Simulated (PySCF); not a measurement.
**Molecular orbitals of GeN**

PBE at R = 1.656 Å; Ge jorge-DZP-DKH, N jorge-DZP-DKH; spin-free X2C with a Gaussian nucleus (PySCF 2.14). State: ²Σ⁺ (doublet), unpaired electrons σ ↑. Only the outer orbitals are listed, counted within each symmetry.

```tsv
spin	orbital	occ.	ε (eV)	on Ge (%)	main shells (%)
α	8σ	1	-19.27	22	74 N s, 15 Ge s
α	9σ	1	-11.23	63	59 Ge s, 21 N p, 17 N s
α	10σ	1	-7.36	46	52 N p, 26 Ge p, 20 Ge s
α	4π	1	-6.74	29	71 N p, 29 Ge p
α	4π	1	-6.74	29	71 N p, 29 Ge p
α	5π	0	-2.31	74	73 Ge p, 26 N p
α	5π	0	-2.31	74	73 Ge p, 26 N p
α	11σ	0	1.41	107	89 Ge p, 16 Ge s
β	8σ	1	-18.39	25	70 N s, 18 Ge s
β	9σ	1	-10.35	73	67 Ge s, 19 N s, 9 N p
β	4π	1	-6.35	35	65 N p, 34 Ge p
β	4π	1	-6.35	35	65 N p, 34 Ge p
β	10σ	0	-5.64	37	59 N p, 24 Ge p, 12 Ge s
β	5π	0	-2.03	68	68 Ge p, 32 N p
β	5π	0	-2.03	68	68 Ge p, 32 N p
```

Q: Which are the highest filled and the lowest empty level, where do they sit, and how wide is the gap?

A: Highest filled β 4π at -6.35 eV (in %: 65 N p, 34 Ge p); lowest empty β 10σ at -5.64 eV (in %: 59 N p, 24 Ge p, 12 Ge s); the gap at PBE is 0.71 eV.

The bond order (Mayer) is 2.46 and the ⟨S²⟩ is 0.759. The charge on Ge (Mulliken, basis-dependent) is 0.52, the charge on Ge (Löwdin, basis-dependent) is 0.50 and the dipole moment (positive dipole means Ge(−)N(+)) is -2.73 D. The polarisability along the bond is 42.0 bohr³. The polarisability across the bond is 32.3 bohr³.

Shares are Mulliken populations and can fall outside 0 to 100 %.

Spin–orbit coupling is left out. The state was picked by a PBE0 search and need not be the measured ground state.
